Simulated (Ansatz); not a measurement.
Sn(F)3(SH) (F3HSSn), SMILES [F][Sn]([F])([F])[SH].

The structure is a stationary point at B3LYP-D3(BJ)/def2-SVP. The structure was generated by enumeration; whether it is a known compound was not checked. The def2 effective core potentials stand for the cores of Sn; spin–orbit coupling is left out. One conformer was computed; it need not be the lowest.

Two levels are set side by side: PBE/def2-SVPD (Ansatz, a program for electronic structure) and CAM-B3LYP/def2-SVPD (Ansatz). Energy differences of separate SCF runs at the same geometry; the states with an electron removed or added have multiplicity 2 and 2. Differences are taken from unrounded values.

```tsv
quantity	CAM-B3LYP	PBE	PBE minus CAM-B3LYP
vertical ionisation energy (eV)	11.48	11.22	-0.26
vertical electron affinity (eV)	1.68	1.66	-0.02
vertical singlet–triplet gap (eV)	3.89	3.78	-0.11
```
